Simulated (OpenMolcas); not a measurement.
Computed levels of 4d⁵ in ions with 41 electrons, in cm-1 above ⁶S_5/2.

```json
{
 "Program": "OpenMolcas",
 "Method": "SS-CASPT2, IPEA 0.25 Eh, imaginary shift 0.1 Eh",
 "Basis": "ANO-R3",
 "Scalar Hamiltonian": "X2C, finite nucleus",
 "Spin-orbit coupling": "RASSI with atomic mean-field integrals over the reference wave functions, term energies averaged over their components"
}
```

Active space for each ion: 5 electrons in 5 orbitals (4d); closed shells correlated by CASPT2: 4s 4p.

```csv
Level,Ru3+,Pd5+,Ag6+
⁴G_5/2,23210,28560,30740
⁴G_7/2,23450,29100,31580
⁴G_11/2,23530,29270,31830
⁴G_9/2,23590,29410,32030
⁴P_3/2,26060,32020,34480
⁴P_1/2,26770,33240,36020
⁴D_7/2,27900,34730,37750
⁴D_1/2,28760,36340,39860
⁴D_5/2,29290,37020,40540
```

Problem. Estimate ⁴G_5/2, ⁴G_7/2 for Rh4+ from its neighbours Ru3+ and Pd5+.

Solution. ⁴G_5/2 is another term, which grows about linearly with the charge: (23210 + 28560) / 2 = 25885. The calculation gives 26010, so the estimate is off by -0.5 %.
⁴G_7/2 is another term, which grows about linearly with the charge: (23450 + 29100) / 2 = 26275. The calculation gives 26370, so the estimate is off by -0.4 %.

Mixed levels, with the weight of the term that names them: Ru3+ ⁴P_3/2 (59 %), Ru3+ ⁴P_1/2 (71 %), Ru3+ ⁴D_1/2 (72 %), Ru3+ ⁴D_5/2 (59 %), Rh4+ ⁴P_3/2 (57 %), Rh4+ ⁴P_1/2 (68 %), Rh4+ ⁴D_1/2 (69 %), Rh4+ ⁴D_5/2 (57 %), Pd5+ ⁴P_3/2 (55 %), Pd5+ ⁴P_1/2 (66 %), Pd5+ ⁴D_1/2 (67 %), Pd5+ ⁴D_5/2 (56 %), Ag6+ ⁴P_3/2 (53 %), Ag6+ ⁴P_1/2 (65 %), Ag6+ ⁴D_1/2 (66 %), Ag6+ ⁴D_5/2 (54 %).

Term energies are means over components that CASPT2 splits; among the terms shown or strongly mixed into the levels shown the widest spread is 98 cm-1 (4d⁵ ⁴G, Pd5+). Only configurations of the active space appear.
